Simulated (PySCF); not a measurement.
C₅H₁₀NP.
Atom-mapped SMILES: `[CH3:1][CH2:2][P:3]1(=[N:4][CH3:5])[CH:6]=[CH:7]1`

Structure used (GFN2-xTB), in Å, numbered top down from 1:
```
atom  x, y, z in Å
C1    -2.147   -0.821   -0.605
C2    -1.587    0.003    0.546
P3     0.182    0.336    0.264
N4     0.924   -1.030    0.122
C5     2.333   -1.227   -0.118
C6     0.459    1.995   -0.435
C7     0.678    1.970    0.892
H8    -2.072   -0.268   -1.539
H9    -3.192   -1.069   -0.426
H10   -1.576   -1.740   -0.704
H11   -2.095    0.964    0.648
H12   -1.664   -0.547    1.486
H13    2.972   -0.648    0.556
H14    2.534   -2.287    0.045
H15    2.615   -0.980   -1.146
H16    0.581    2.708   -1.230
H17    1.049    2.654    1.634
```

Probes without a nucleus sit at each ring's centroid and 1 Å off its mean plane on both sides; NICS is minus the shielding there, NICSzz its component along the normal. Level: GIAO PBE0/pcSseg-1 (PySCF, non-relativistic, gas phase) on the GFN2-xTB geometry, one conformer.

Ring bond lengths (Å), with Mayer bond orders in brackets: P3–C6 1.821 (0.83), C6–C7 1.346 (1.61), C7–P3 1.820 (0.84).

Task: What do the NICS probes read (ppm)?

Result: 
```
    ring                                                     type  NICS(0)  NICS(1), two faces  NICS(1)zz, two faces  rms pucker (Å)  centre to ring atoms, mean (Å)
P3–C6–C7  3-membered ring with P; formal bonds 1 double, 2 single    -11.6         -7.0 / -6.8           -7.1 / -9.9            0.00                            0.96
```

Task: What can be read from them?

Result: 
- P3–C6–C7: mean NICS(1)zz -8.5 ppm, shielded. P3 has four or more neighbours; no verdict on aromaticity is drawn.

Task: At the first NICS(1) probe listed for ring P3–C6–C7, 1 Å off the ring, how large is the induced field along the normal in 1 T applied along it?

Result: NICSzz × B0 = -7.1 ppm × 1 T = -7 μT, against the applied field.

Task: What are the shieldings of the ring atoms and their hydrogens in the same run (means over atoms taken as equivalent)?

Result: 
```csv
atoms,environment,σ isotropic (ppm),"principal values of the symmetric part, first atom (ppm)"
P3,phosphorus bonded to 3 C and N,436.6,"234.4, 272.4, 803.1"
C6 (×2),alkene CH carbon,2.2,"-122.2, -45.0, 173.5"
H16 (×2),vinylic hydrogen,21.70,"17.2, 22.8, 25.1"
```

Cost: about 60 s of CPU time on one thread; the machine was shared, so the figure is rough. This is the whole shielding run at PBE0/pcSseg-1, SCF included.
